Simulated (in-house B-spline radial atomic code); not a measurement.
Atomic self-consistent-field run: K⁺. Level of theory: Dirac-Kohn-Sham LDA exchange-only, spherical fractional occupations, Fermi nucleus of rms radius 3.4349 fm; calculated with a B-spline radial code for spherical atoms.

Command:
```bash
python run_scf.py task.json out
```
Settings (nuclear radius in fm, mass in u):
```
Z                19
configuration    [Ne] 3s2 3p6
hamiltonian      dirac
method           lda,
spin_polarised   False
nucleus          fermi
rms_radius       3.4349
atomic_mass      38.96371
speed_of_light   137.035999084
```

Output (hartree, bohr):
```
 radial grid: 75 intervals, B-splines of order 8, outer radius 40.5882 bohr

 iter        energy (Eh)    residual
    1        -595.372782    2.63e-01
    2        -597.455647    2.13e-01
    3        -598.834873    4.83e-02
    4        -598.924546    9.53e-03
    5        -598.926464    6.67e-03
    6        -598.927978    4.82e-04
    7        -598.927983    3.90e-05
    8        -598.927983    1.64e-06
    9        -598.927983    8.66e-09

 total energy                      -598.92798
 kinetic                             603.7025
 electron-nucleus                  -1426.1475
 Hartree                             253.6955
 exchange-correlation                -30.1786

 first-order corrections (not in the total)
   Gaunt                             0.1730
   retardation                      -0.0138
   frequency dependence             -0.0002
   self-energy                       0.1126
   Uehling                          -0.0081
   Wichmann-Kroll                    0.0000
   recoil                            0.0068

 orbital      occ     eigenvalue          <r>       <r^2>       <1/r>     <1/r^3>       r_max    small
 1s1/2      2.000      -129.1654    0.0812437  0.00887827     18.6705           -     0.05315  4.58e-03
 2s1/2      2.000       -13.0994     0.389052    0.179552     3.79227           -      0.3191  7.50e-04
 2p1/2      2.000       -10.5144     0.349697    0.151854     3.72077           -      0.2612  7.32e-04
 2p3/2      4.000       -10.4085      0.35218    0.153871      3.6854     152.454      0.2632  7.26e-04
 3s1/2      2.000        -1.4626      1.27128     1.87503     1.10172           -       1.076  1.37e-04
 3p1/2      2.000        -0.8690      1.42959     2.43168    0.962907           -        1.15  1.09e-04
 3p3/2      4.000        -0.8590      1.43855     2.46224    0.955643     14.4383       1.157  1.08e-04
```

Cost of the run: 1.5 s on 1 thread of Arm Neoverse N1, on a shared host.

For the Dirac Hamiltonian the kinetic term is c α·p + (β - 1)c².
